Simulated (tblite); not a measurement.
hydrogen chloride (HCl), singlet, geometry from GFN2-xTB; tblite 0.6.0 with GFN1-xTB.

Here is a job for tblite.
```
$ tblite run mol.xyz --method gfn1 --charge 0 --spin 0 --spin-polarized --json tblite.json --no-restart

# file mol.xyz
2

Cl    -0.00000000    -0.00000000    -0.07094563
H      0.00000000     0.00000000     1.20607566
```

Problem. Predict the main parts of the log of this tblite run.

Solution. 
```
xTB calculator
 | screened Coulomb repulsion
 | Coulomb electrostatics
 |  * isotropic Klopman-Ohno-Mataga-Nishimoto electrostatics
 |  * onsite third-order electrostatics
 | DFT-D3(BJ) dispersion correction
 | Interactions (1)
 | [1] spin polarization

halogen bonding energy    0.0000000000000E+00 Eh
repulsion energy          1.0660488463546E-02 Eh
dispersion energy        -1.1881307822702E-04 Eh
interaction energy        0.0000000000000E+00 Eh
number of electrons       8.0000000000000E+00 e
integral cutoff           1.9731147476801E+01 bohr

------------------------------------------------------------
  cycle        total energy    energy error   density error
------------------------------------------------------------
      1     -4.783989062446  -4.7945307E+00   1.6026210E-01
      2     -4.786066184785  -2.0771223E-03   7.4843904E-02
      3     -4.786454977068  -3.8879228E-04   6.4640147E-03
      4     -4.786456213885  -1.2368177E-06   1.6255348E-03
      5     -4.786456673615  -4.5972973E-07   4.6881734E-05
      6     -4.786456674016  -4.0039438E-10   1.8515171E-05
------------------------------------------------------------

electronic energy        -4.7969983494009E+00 Eh
total energy             -4.7864566740156E+00 Eh

Post processing:
 | Mayer-Wiberg bond orders

[Info] JSON dump of results written to 'tblite.json'
```
